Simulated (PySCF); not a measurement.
Electron correlation in Al⁺ (aluminium, charge +1)

[Ne] 3s2, closed-shell 1S. All numbers are calculated (PySCF 2.14, no relativity, point nucleus, in def2-SVP (4s3p1d, 18 functions)). Frozen: [Ne]; 2 electrons correlated.

Total MP2 correlation energy: -25.45 mhartree.

Same-spin part 0.00 and opposite-spin part -25.45 mhartree; SCS-MP2 scales them by 1/3 and 6/5 to -30.54 mhartree.

With two correlated electrons CCSD is exact within the correlated space (frozen core and kept virtual orbitals).

```
level  correlation energy (mhartree)
 CCSD                         -38.17
```

Diagnostics: T1 = 0.0091, D1 = 0.0129, largest double amplitude 0.118.

Q: Is a single reference adequate?

A: Mostly. T1 lies below 0.03, but a double amplitude of this size points to a near-degeneracy that CCSD handles and MP2 describes poorly.
